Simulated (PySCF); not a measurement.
A calculated (M06-2X, PySCF 2.14, x2c-TZVPall, scalar relativity by spin-free X2C-1e) atom or ion has these occupied shells.

| shell | electrons | orbital energy (eV) | rms radius, mean of both spins (bohr) |
| --- | --- | --- | --- |
| 1s α | 1 | -4939.4 | 0.0804 |
| 1s β | 1 | -4939.3 | 0.0804 |
| 2s α | 1 | -560.72 | 0.352 |
| 2s β | 1 | -560.10 | 0.352 |
| 2p α | 3 | -465.44 | 0.320 |
| 2p β | 3 | -464.87 | 0.320 |
| 3s α | 1 | -71.262 | 1.08 |
| 3s β | 1 | -69.278 | 1.08 |
| 3p α | 3 | -45.244 | 1.18 |
| 3p β | 3 | -42.813 | 1.18 |
| 3d α | 2 | -8.424 | 1.77 |
| 4s α | 1 | -5.747 | 3.81 |
| 4s β | 1 | -5.469 | 3.81 |

Task: Name the element and its charge.

Result: Ti (titanium, neutral), in [Ar] 3d2 4s2, high-spin 3F determinant.
